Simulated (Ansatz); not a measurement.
`[BH2][SnH]([OH])[F]` → BH₃ + `[OH][Sn][F]` at 600 K and 1 bar (stannylene formation by 1,1-elimination).

Computed with Ansatz on PBE0-D4/def2-TZVP structures; ΔE is electronic, products minus reactants. CBS: MP2 limit from def2 TZ/QZ plus the TZ coupled-cluster correction, frozen cores. This one scheme is used for every species. Elements past krypton have def2 core potentials. For Sn outer-core shells are correlated without core-valence functions, which leaves a few kJ/mol of doubt a bond. One conformer a species, not always the lowest.

```json
{"species": "`[BH2][SnH]([OH])[F]`", "CCSD(T)/CBS energy (Eh)": "-416.20311", "H − E (kJ/mol)": "168.0", "S (J/(mol·K))": "441.9"}
{"species": "BH₃", "CCSD(T)/CBS energy (Eh)": "-26.55200", "H − E (kJ/mol)": "91.5", "S (J/(mol·K))": "217.3"}
{"species": "`[OH][Sn][F]`", "CCSD(T)/CBS energy (Eh)": "-389.66871", "H − E (kJ/mol)": "71.4", "S (J/(mol·K))": "338.3"}
```

H − E and S are ideal-gas, rigid-rotor, harmonic terms from PBE0-D4/def2-TZVP, for one conformer and one mirror image of each species. 1 Eh = 2625.50 kJ/mol, R = 8.31446 J/(mol·K).

Q: By hand: ΔE, ΔH, ΔS and ΔG.

A: ΔE = (-26.55200) + (-389.66871) − (-416.20311) = -0.01760 Eh = -46.2 kJ/mol. Δ(H − E) = 91.5 + 71.4 − 168.0 = -5.1, so ΔH = -51.3 kJ/mol. ΔS = 217.3 + 338.3 − 441.9 = 113.7 J/(mol·K). ΔG = -51.3 − 600 × (113.7)/1000 = -119.5 kJ/mol.

Q: By hand: the equilibrium constant, and the temperature at which ΔG would vanish if ΔH and ΔS stayed fixed.

A: log₁₀ K = −ΔG/(RT ln 10) = 10.4. ΔH and −TΔS have one sign here, so there is no such temperature.

The number of gas molecules changes by +1, which sets the sign of ΔS. A doubt of 5 kJ/mol in ΔE shifts log₁₀ K by 0.4 here. Other conformers and mirror images would add mixing entropy, several J/(mol·K) or more a flexible species. These are equilibria of isolated gas molecules and say nothing of rates. Largest T1 diagnostic: 0.018 (customary marks: 0.02 for closed shells, 0.045 for open ones).
